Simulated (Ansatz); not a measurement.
C$_{2}$H$_{5}$BSn (`[BH2][SnH2][C]#C`), relaxed with RKS PBE0-D4/def2-TZVP in the Gaussian-basis code of Ansatz from a PBE-D4/def2-SVP geometry. The force threshold is 0.005 eV/Å; the program also tests the step.

Total charge 0; spin multiplicity 1. Sn: def2 effective core potential.

Start:

```xyz
9

B     1.601    0.131    1.338
Sn    0.365    0.698   -0.461
C    -1.347   -0.522   -0.651
C    -2.334   -1.250   -0.737
H     2.623    0.741    1.582
H     1.261   -0.777    2.068
H     1.244    0.537   -1.943
H    -0.206    2.330   -0.377
H    -3.206   -1.888   -0.818
```

| step | energy (eV) | largest force (eV/Å) | largest move (Å) |
| --- | --- | --- | --- |
| 1 | -8657.0294 | 1.726 | 0.000 |
| 2 | -8657.0778 | 0.158 | 0.063 |
| 3 | -8657.0825 | 0.056 | 0.016 |
| 4 | -8657.0827 | 0.029 | 0.008 |
| 5 | -8657.0828 | 0.003 | 0.003 |

End:

```xyz
9

B     1.580    0.125    1.325
Sn    0.359    0.698   -0.466
C    -1.332   -0.515   -0.647
C    -2.299   -1.233   -0.724
H     2.584    0.720    1.573
H     1.242   -0.768    2.039
H     1.230    0.531   -1.926
H    -0.209    2.306   -0.376
H    -3.156   -1.864   -0.796
```

Run time 21 s (2 threads of an Arm Neoverse V2 on a shared host); peak host memory 0.39 GiB.
